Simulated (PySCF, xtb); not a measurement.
NiO3, SMILES [O]=[Ni]1[O][O]1, multiplicity 1.

GFN2-xTB in xtb at its own geometry gives an orbital gap of 0.69 eV and a dipole moment of 1.41 D.

Geometry optimised at B3LYP-D3(BJ)/def2-SVP. The multiplicity is an assumed one; other spin states were not compared.

Q: What does PySCF with PBE/def2-TZVPD give? (Estimate from the structure and the level; the computed values follow.)

A: gap 0.25 eV (levels -6.78 and -6.53 eV), dipole 1.68 D.
